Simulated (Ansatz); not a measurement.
Consider the cleavage of the Sn–Si bond: `[SiH3][SnH]([Cl])[Cl]` + CH₃OH → `C[O][SnH]([Cl])[Cl]` + SiH₄.

Gas-phase electronic energies from Ansatz, PBE0-D4/def2-TZVP geometries. CCSD(T)/CBS adds triple-zeta CCSD(T) − MP2 to the extrapolated MP2 energy (def2 sets, frozen cores). This one scheme is used for every species. DFT in def2-TZVPP. Elements past krypton have def2 core potentials. For Sn outer-core shells are correlated without core-valence functions, which leaves a few kJ/mol of doubt a bond. One conformer a species, not always the lowest.

```tsv
species	r2SCAN0-D4 energy (Eh)
`[SiH3][SnH]([Cl])[Cl]`	-1426.68267
CH₃OH	-115.69182
`C[O][SnH]([Cl])[Cl]`	-1250.51719
SiH₄	-291.85203
```

(1) Work out ΔE.

(2) What do rigid-rotor, harmonic-oscillator terms from PBE0-D4/def2-TZVP frequencies (298.15 K, 1 bar) make of the CCSD(T)/CBS value? (An estimate is asked.)

Largest T1 diagnostic among the species: 0.013.

Answers

(1) ΔE = (-1250.51719) + (-291.85203) − (-1426.68267) − (-115.69182) = 0.00527 Eh = +13.8 kJ/mol. CCSD(T)/CBS gives +4.7 kJ/mol.

(2) Computed: ΔZPE = -8.6 kJ/mol, ΔH = -4.1 kJ/mol, ΔS = -30 J/(mol·K), ΔG = +4.8 kJ/mol.

At CCSD(T), def2-SVP lies −7.6 kJ/mol from the extrapolated value and def2-TZVPP −1.9 kJ/mol. Leaving LDA and LC-ωPBE aside and taking each functional with its dispersion term where it has one, the values, not all of them listed here, spread over 21.4 kJ/mol, from B97M-V to HSE06-D4.
